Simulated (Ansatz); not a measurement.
Molecule: diaminoborinic acid, sum formula H5BN2O, charge 0, multiplicity 1. 
Coordinates optimised at B3LYP-D3(BJ)/def2-TZVP (Ansatz, a first-principles code):
SMILES: NB(N)O
```xyz
9

N      1.2674    -0.5594     0.3003
B      0.0087     0.0178    -0.0050
N     -1.2056    -0.7175     0.1240
O      0.0251     1.3366    -0.4359
H      2.1166    -0.0324     0.2058
H      1.3968    -1.5005     0.6208
H     -2.1110    -0.3378    -0.0839
H     -1.2384    -1.6718     0.4339
H     -0.8407     1.6984    -0.6344
```

Total electronic energies in hartree. Valence correlation only, unless marked. Spin-orbit coupling is left out. Non-relativistic. Basis-set limits of correlation are two-point, X^-3; Hartree-Fock from the larger set. The bracket is a focal-point correction in the basis named.

```json
[
 {"level": "BLYP-D3(BJ)/def2-TZVPD", "program": "Ansatz + dftd3", "energy (Eh)": "-212.76632"},
 {"level": "revPBE/def2-TZVPD", "program": "Ansatz", "energy (Eh)": "-212.74798"},
 {"level": "PBE0-D3(BJ)/def2-TZVPD", "program": "Ansatz + dftd3", "energy (Eh)": "-212.57961"},
 {"level": "PBE0-D4/def2-TZVP", "program": "Ansatz + dftd4", "energy (Eh)": "-212.57617"},
 {"level": "BHLYP/def2-TZVPD", "program": "Ansatz", "energy (Eh)": "-212.70815"},
 {"level": "LC-wPBE-D4/def2-TZVPD", "program": "Ansatz + dftd4", "energy (Eh)": "___"},
 {"level": "wB97M-V/def2-TZVPD", "program": "Ansatz", "energy (Eh)": "-212.74136"},
 {"level": "MP2/6-31G", "program": "Ansatz", "energy (Eh)": "-211.80209"},
 {"level": "MP2/aug-cc-pVQZ", "program": "Ansatz", "energy (Eh)": "-212.43868"},
 {"level": "MP2/CBS(cc-pVTZ,cc-pVQZ)", "program": "Ansatz", "energy (Eh)": "-212.4714"},
 {"level": "SCS-MP2/aug-cc-pVQZ", "program": "Ansatz", "energy (Eh)": "-212.43342"},
 {"level": "CCSD(T)/6-31G", "program": "Ansatz", "energy (Eh)": "-211.83395"},
 {"level": "CCSD(T)/cc-pVDZ", "program": "Ansatz", "energy (Eh)": "-212.16890"},
 {"level": "RI-MP2/CBS(cc-pVTZ,cc-pVQZ)+[CCSD(T)-MP2]/cc-pVQZ", "program": "Ansatz", "energy (Eh)": "-212.5164"},
 {"level": "CCSD(T)/CBS(aug-cc-pVTZ,aug-cc-pVQZ)", "program": "Ansatz", "energy (Eh)": "-212.5143"}
]
```

Fill in the missing entries.


- LC-wPBE-D4/def2-TZVPD, energy (Eh): -212.69619
